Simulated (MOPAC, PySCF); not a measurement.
H₃AlO₃, SMILES `[OH][Al]([OH])[OH]`, neutral singlet in the gas phase. 

Z-matrix (Å, degrees):
```
Al
O 1 1.6888
H 2 0.9555 1 122.47
O 1 1.6888 2 120.00 3 180.00
H 4 0.9555 1 122.46 2 0.00
O 1 1.6888 2 120.00 3 0.00
H 6 0.9556 1 122.45 2 180.00
```
Charge 0, spin multiplicity 1.

All levels are single points at this geometry (PBE0-D4/def2-TZVP); Pople sets use spherical d functions. Orbital energies aren't observables, and empty levels follow the basis.

B3LYP/6-31G* in PySCF gives gap (eV) = 7.78.

**Question.** Estimate the gap (eV) from each of these levels: B3LYP-D3(BJ)/def2-TZVP in PySCF; PBE0-D4/def2-TZVP in PySCF; B3LYP/3-21G in PySCF; B3LYP/LANL2DZ in PySCF; BP86/6-31G* in PySCF; M06-2X/6-31G* in PySCF; PBE/6-31G* in PySCF; SVWN5/6-31G* in PySCF; HF/6-31G* in PySCF; PM3 in MOPAC; PM6 in MOPAC; PM7 in MOPAC.

**Answer.** 
```json
[
 {"level": "B3LYP-D3(BJ)/def2-TZVP in PySCF", "gap (eV)": "7.96"},
 {"level": "PBE0-D4/def2-TZVP in PySCF", "gap (eV)": "8.59"},
 {"level": "B3LYP/3-21G in PySCF", "gap (eV)": "7.36"},
 {"level": "B3LYP/LANL2DZ in PySCF", "gap (eV)": "8.01"},
 {"level": "BP86/6-31G* in PySCF", "gap (eV)": "5.92"},
 {"level": "M06-2X/6-31G* in PySCF", "gap (eV)": "10.86"},
 {"level": "PBE/6-31G* in PySCF", "gap (eV)": "5.76"},
 {"level": "SVWN5/6-31G* in PySCF", "gap (eV)": "5.76"},
 {"level": "HF/6-31G* in PySCF", "gap (eV)": "15.98"},
 {"level": "PM3 in MOPAC", "gap (eV)": "10.57"},
 {"level": "PM6 in MOPAC", "gap (eV)": "13.77"},
 {"level": "PM7 in MOPAC", "gap (eV)": "14.84"}
]
```
